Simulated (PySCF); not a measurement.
Caution: the restricted solution is unstable towards spin-unrestricted or complex orbitals, so a lower solution exists and this singlet may not be the ground state.  The multiplicity is imposed and other spin states were not computed.

Cartesian coordinates (Å):
```xyz
5

Ru     0.1068     0.2794     0.0647
O      1.2887    -0.2805    -1.1285
H      1.6411    -0.9800    -1.6996
O     -1.2735     0.1818     1.1689
H     -1.9906    -0.3274     1.5766
```
Charge 0, spin multiplicity 1.

**Question.** Estimate the LUMO, charge on the central atom (Mulliken), HOMO, dipole moment and HOMO–LUMO gap that TPSSh-D3(BJ)/def2-TZVP // r2SCAN-D4/def2-SVP (PySCF) returns for this input.

**Answer.** 
The LUMO comes out as -3.25 eV, the charge on the central atom (Mulliken) is 0.62 e and the HOMO is -5.10 eV. The dipole moment comes out as 2.01 D. The HOMO–LUMO gap is 1.85 eV.
